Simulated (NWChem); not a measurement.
The numbers come from NWChem runs, not from measurements. System: BiF$_{3}$, charge 0, spin multiplicity 1, at a geometry optimised with B3LYP/def2-SVP with def2 effective core potentials on Bi. The structure started from a generated list of species. Level: B3LYP/def2-SVP with def2 effective core potentials on Bi, VWN1-RPA local correlation.

Job file:

```
start mol
memory heap 200 mb stack 900 mb global 1100 mb
geometry units angstroms nocenter noautoz noautosym
  Bi     0.002267     0.255006     0.000000
  F     -0.877374    -0.776163     1.507662
  F     -0.877374    -0.776163    -1.507662
  F      1.733837    -0.799400     0.000000
end
basis spherical
  * library def2-svp
end
ecp
  Bi library def2-ecp
end
dft
  xc b3lyp
  semidirect memsize 60000000 filesize 0
  iterations 100
end
task dft energy
```

Part of the output:

```
             Northwest Computational Chemistry Package (NWChem) 7.3.0
             --------------------------------------------------------

                                NWChem Input Module
                                -------------------

 Scaling coordinates for geometry "geometry" by  1.889725989
 (inverse scale =  0.529177249)

                             Geometry "geometry" -> ""
                             -------------------------

 Output coordinates in angstroms (scale by  1.889725989 to convert to a.u.)

  No.       Tag          Charge          X              Y              Z
 ---- ---------------- ---------- -------------- -------------- --------------
    1 Bi                  83.0000     0.00226700     0.25500600     0.00000000
    2 F                    9.0000    -0.87737400    -0.77616300     1.50766200
    3 F                    9.0000    -0.87737400    -0.77616300    -1.50766200
    4 F                    9.0000     1.73383700    -0.79940000     0.00000000

 Effective nuclear repulsion energy (a.u.)     627.5919813149

            Nuclear Dipole moment (a.u.)
            ----------------------------
        X                 Y               Z
 ---------------- ---------------- ----------------
    -0.0000718096    -0.0000680301     0.0000000000


 Summary of "ao basis" -> "" (spherical)
 ------------------------------------------------------------------------------
       Tag                 Description            Shells   Functions and Types
 ---------------- ------------------------------  ------  ---------------------
 *                          def2-svp                  on all atoms

                                 NWChem DFT Module
                                 -----------------

 Summary of "ao basis" -> "ao basis" (spherical)
 ------------------------------------------------------------------------------
       Tag                 Description            Shells   Functions and Types
 ---------------- ------------------------------  ------  ---------------------
 Bi                         def2-svp                10       26   4s4p2d
[...]
 Vector   25  Occ=2.000000D+00  E=-3.465145D-01
              MO Center= -2.7D-03, -3.4D-01, -5.5D-05, r^2= 3.6D+00
   Bfn.  Coefficient  Atom+Function         Bfn.  Coefficient  Atom+Function
  ----- ------------  ---------------      ----- ------------  ---------------
    59      0.319759  4 F  py                 3      0.317567  1 Bi s
    31      0.317915  2 F  py                45      0.317944  3 F  py
     4      0.292278  1 Bi s                 12      0.277165  1 Bi py
     1     -0.245823  1 Bi s                 62     -0.234175  4 F  py
    34     -0.232707  2 F  py                48     -0.232728  3 F  py

 Vector   26  Occ=0.000000D+00  E=-6.839493D-02
              MO Center= -5.8D-02,  3.7D-01, -8.4D-03, r^2= 3.4D+00
   Bfn.  Coefficient  Atom+Function         Bfn.  Coefficient  Atom+Function
  ----- ------------  ---------------      ----- ------------  ---------------
    14      0.674771  1 Bi px                11      0.513170  1 Bi px
     5     -0.250448  1 Bi px                57     -0.210482  4 F  s
    59      0.184977  4 F  py                22      0.160755  1 Bi d -2
    62     -0.153916  4 F  py                17     -0.147531  1 Bi d -2
    58     -0.127124  4 F  px                32      0.124141  2 F  pz

 Vector   27  Occ=0.000000D+00  E=-6.839295D-02
              MO Center=  6.4D-02,  3.7D-01,  8.4D-03, r^2= 3.4D+00
   Bfn.  Coefficient  Atom+Function         Bfn.  Coefficient  Atom+Function
  ----- ------------  ---------------      ----- ------------  ---------------
    16      0.674781  1 Bi pz                13      0.513209  1 Bi pz
     7     -0.250463  1 Bi pz                43      0.189477  3 F  s
    29     -0.175132  2 F  s                 45     -0.164442  3 F  py
    23      0.159640  1 Bi d -1              31      0.151818  2 F  py
    60      0.148461  4 F  pz                18     -0.146161  1 Bi d -1

 Vector   28  Occ=0.000000D+00  E=-4.875856D-02
              MO Center=  1.1D-03,  1.2D-01, -2.7D-06, r^2= 3.5D+00
   Bfn.  Coefficient  Atom+Function         Bfn.  Coefficient  Atom+Function
  ----- ------------  ---------------      ----- ------------  ---------------
     3      0.690507  1 Bi s                 15     -0.670323  1 Bi py
    12     -0.460331  1 Bi py                 1     -0.304388  1 Bi s
    58     -0.227853  4 F  px                 6      0.226143  1 Bi py
    61      0.201965  4 F  px                32     -0.197374  2 F  pz
    46      0.197378  3 F  pz                35      0.174982  2 F  pz

 center of mass
 --------------
 x =   0.00054340 y =   0.06118886 z =   0.00000000

 moments of inertia (a.u.)
 ------------------
         481.059045044292           1.209678116244           0.000000000000
           1.209678116244         616.835877870356           0.000000000000
           0.000000000000           0.000000000000         481.040521854217

     Multipole analysis of the density
     ---------------------------------

     L   x y z        total         alpha         beta         nuclear
     -   - - -        -----         -----         ----         -------
     0   0 0 0      0.000000    -25.000000    -25.000000     50.000000

     1   1 0 0      0.017904      0.137508      0.137508     -0.257112
     1   0 1 0      1.991013     15.452285     15.452285    -28.913556
     1   0 0 1     -0.000035     -0.000018     -0.000018      0.000000

     2   2 0 0    -34.747462    -90.423364    -90.423364    146.099266
     2   1 1 0      0.030317      0.378038      0.378038     -0.725759
     2   1 0 1      0.000054      0.000027      0.000027      0.000000
     2   0 2 0    -31.314783    -47.958973    -47.958973     64.603163
     2   0 1 1      0.000044      0.000022      0.000022      0.000000
     2   0 0 2    -34.748517    -90.428958    -90.428958    146.109399

 Task  times  cpu:        1.4s     wall:        1.4s

 Total times  cpu:        1.4s     wall:        1.4s
```
